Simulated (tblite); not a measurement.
C6H8P (charge -1).
Z-matrix (Å and degrees, GFN2-xTB geometry), rows numbered from 1:
```
C 
C   1  1.5315
C   2  1.5024  1  111.60
C   3  1.4022  2  124.04  1   -85.77
C   4  1.3768  3  112.91  2   178.44
P   5  1.7448  4  112.77  3    -0.14
C   3  1.3808  2  124.12  1    92.16
H   1  1.0930  2  111.49  3  -179.96
H   1  1.0884  2  109.87  3   -59.36
H   1  1.0886  2  110.02  3    59.43
H   2  1.0958  1  108.84  3   121.42
H   2  1.0966  1  108.81  3  -121.41
H   4  1.0858  3  123.45  2    -1.84
H   5  1.0831  4  124.76  3   179.65
H   7  1.0830  3  124.24  2     1.87
```

Computed with GFN2-xTB (tblite): harmonic, unscaled wavenumbers at the GFN2-xTB geometry, gas phase. The method is semi-empirical: single wavenumbers can be off by several per cent or more. One conformer, not necessarily the lowest.

Harmonic wavenumbers (cm⁻¹): 35.0, 132.7, 195.2, 320.6, 327.1, 412.8, 532.1, 590.3, 653.2, 717.6, 740.1, 787.5, 808.6, 870.9, 904.3, 921.4, 1022.7, 1052.5, 1071.3, 1096.3, 1166.0, 1227.2, 1255.8, 1318.0, 1387.8, 1397.7, 1436.5, 1492.8, 1503.7, 1505.0, 1516.8, 2904.5, 2925.4, 2954.0, 2971.8, 3003.1, 3009.3, 3017.5, 3025.1.

A = 5457, B = 1414, C = 1231 MHz; mass 111.036 u (most abundant isotopes); point group C1, symmetry number 1.

Problem. Zero-point energy?

Solution. ½Σν̃ = 26105 cm⁻¹ = 312.29 kJ/mol.

Problem. Entropy at 298.15 K, 1 bar (ideal gas, RRHO, classical rotation)?

Solution. Translation 167.60, rotation 116.80, vibration 72.99: S = 357.4 J/(mol K).

Problem. And Cp and H(298.15 K) − H(0)?

Solution. Cp = 119.30 J/(mol K), of which vibrations give 86.04 (their classical limit is 39 R = 324.3); H(298.15 K) − H(0) = 21.54 kJ/mol without the zero-point energy, 11.63 from vibrations.

Problem. Blend soft modes into free rotors: weight 1/[1 + (100 cm⁻¹/ν̃)⁴] for the oscillator and the rest for a rotor with moment μB/(μ + B), μ = h/(8π²ν), B = 10⁻⁴⁴ kg m². What vibrational entropy results?

Solution. 66.00 J/(mol K) in place of 72.99, which changes −T·S at 298.15 K by +2.08 kJ/mol.

Problem. How do the functions run with temperature in this model?

Solution. 
```tsv
T (K)	S (J/(mol K))	Cp (J/(mol K))	H − H(0) (kJ/mol)	G − H(0) (kJ/mol)	ln q(vib)
150	294.9	70.1	7.65	-36.58	1.88
250	337.9	102.2	16.21	-68.27	3.34
400	397.4	154.0	35.49	-123.46	5.74
600	470.6	207.2	71.97	-210.40	9.17
900	565.0	257.3	142.30	-366.18	14.31
```

q(vib) and H(0) count from the zero-point level.

Hindered rotation and anharmonicity are outside this model. Other conformers, if any are populated, would add a mixing term that is left out. The structure is chiral; the term R ln 2 for an equal mix with its mirror image is left out.
